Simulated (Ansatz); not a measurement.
`CN(C)c1ccc(-c2ccc(-c3ccc(-c4ccc(C#N)cc4)cc3)cc2)cc1` with charge +1. Charge 1, multiplicity 2. Geometry r2SCAN-D4/def2-SVP, that of the neutral singlet; atoms count from 1.

Cartesian coordinates in Å:
```
C 7.102 4.181 2.880
N 6.990 2.806 2.448
C 8.158 1.954 2.421
C 5.775 2.316 2.025
C 5.627 0.971 1.602
C 4.395 0.487 1.174
C 3.242 1.295 1.145
C 1.941 0.771 0.691
C 0.729 1.247 1.231
C -0.500 0.753 0.802
C -0.580 -0.241 -0.192
C -1.884 -0.762 -0.651
C -2.971 -0.894 0.236
C -4.199 -1.388 -0.195
C -4.400 -1.767 -1.537
C -5.704 -2.286 -1.996
C -6.179 -2.010 -3.295
C -7.406 -2.495 -3.734
C -8.202 -3.280 -2.876
C -9.463 -3.783 -3.321
N -10.492 -4.194 -3.684
C -7.741 -3.565 -1.575
C -6.512 -3.073 -1.149
C -3.316 -1.632 -2.425
C -2.086 -1.146 -1.991
C 0.629 -0.718 -0.734
C 1.857 -0.225 -0.303
C 3.395 2.630 1.569
C 4.618 3.136 1.993
H 8.130 4.375 3.210
H 6.866 4.896 2.068
H 6.427 4.403 3.727
H 9.031 2.524 2.764
H 8.047 1.075 3.083
H 8.376 1.581 1.403
H 6.478 0.289 1.619
H 4.322 -0.565 0.883
H 0.753 2.007 2.018
H -1.419 1.160 1.233
H -2.843 -0.622 1.287
H -5.026 -1.462 0.517
H -5.586 -1.378 -3.962
H -7.765 -2.263 -4.740
H -8.350 -4.183 -0.911
H -6.154 -3.326 -0.147
H -3.433 -1.935 -3.470
H -1.268 -1.041 -2.710
H 0.605 -1.503 -1.496
H 2.775 -0.607 -0.759
H 2.535 3.306 1.534
H 4.675 4.184 2.289
```

Single mean-field runs in def2-TZVP are fitted with def2-universal-jkfit.

(1) Estimate the Mulliken populations of the heavy atoms from the PBE0/def2-TZVP orbitals of Ansatz.

(2) Where does the spin sit?

(3) And the Mayer bond orders between heavy atoms (over 0.3)?

## Answers

(1) 
```tsv
atom	charge (e)	spin (α − β)
C1	-0.36	-0.02
N2	0.07	0.29
C3	-0.36	-0.02
C4	0.25	0.03
C5	-0.22	0.09
C6	-0.20	-0.03
C7	0.16	0.19
C8	0.19	0.03
C9	-0.19	0.05
C10	-0.20	-0.02
C11	0.18	0.11
C12	0.17	0.01
C13	-0.20	0.03
C14	-0.20	-0.02
C15	0.18	0.07
C16	0.15	-0.01
C17	-0.18	0.02
C18	-0.21	-0.01
C19	0.32	0.03
C20	-0.28	-0.01
N21	0.02	0.02
C22	-0.21	-0.01
C23	-0.18	0.02
C24	-0.20	-0.02
C25	-0.20	0.03
C26	-0.20	-0.02
C27	-0.19	0.05
C28	-0.20	-0.03
C29	-0.22	0.09
```
Mulliken values depend strongly on the basis.

(2) Summed by element: C 0.63, N 0.31, H 0.06, of 1 unpaired in all. Largest on single atoms: N2 0.29, C7 0.19, C11 0.11.

(3) C1–N2 0.94 (1.45 Å); N2–C3 0.94 (1.45 Å); N2–C4 1.33 (1.38 Å); C4–C5 1.22 (1.42 Å); C4–C29 1.22 (1.42 Å); C5–C6 1.59 (1.39 Å); C6–C7 1.30 (1.41 Å); C7–C8 0.98 (1.47 Å); C7–C28 1.30 (1.41 Å); C8–C9 1.31 (1.41 Å); C8–C27 1.31 (1.41 Å); C9–C10 1.51 (1.39 Å); C10–C11 1.33 (1.41 Å); C11–C12 0.93 (1.48 Å); C11–C26 1.33 (1.41 Å); C12–C13 1.34 (1.41 Å); C12–C25 1.34 (1.41 Å); C13–C14 1.49 (1.39 Å); C14–C15 1.35 (1.41 Å); C15–C16 0.91 (1.48 Å); C15–C24 1.35 (1.41 Å); C16–C17 1.35 (1.41 Å); C16–C23 1.35 (1.41 Å); C17–C18 1.47 (1.39 Å); C18–C19 1.34 (1.41 Å); C19–C20 0.94 (1.43 Å); C19–C22 1.34 (1.41 Å); C20–N21 3.03 (1.17 Å); C22–C23 1.47 (1.39 Å); C24–C25 1.49 (1.39 Å); C26–C27 1.51 (1.39 Å); C28–C29 1.59 (1.39 Å).
